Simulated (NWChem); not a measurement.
Molecule: CdHI; SMILES [CdH][I]

```xyz
3

Cd     0.0169     1.3202     0.0000
H      0.0407     2.9844     0.0000
I     -0.0074    -1.2828     0.0000
```
Atoms are numbered in this order, from 1.

Geometry: optimised at PBE0/def2-SVP. Not confirmed as a minimum by frequencies. def2 effective core potentials on Cd, I; no spin-orbit coupling.

Question: List the 4 lowest vertical singlet excitations from CAM-B3LYP/def2-SVPD with def2 effective core potentials on Cd, I, TDA (NWChem).

Answer: 
```
state  energy (eV)  oscillator strength  leading excitation (squared amplitude)
-----  -----------  -------------------  --------------------------------------
S1            5.25                0.027                    HOMO−1 → LUMO (0.96)
S2            5.25                0.027                      HOMO → LUMO (0.96)
S3            5.62                0.000                    HOMO → LUMO+1 (0.49)
S4            5.66                0.000                  HOMO−1 → LUMO+2 (0.45)
```
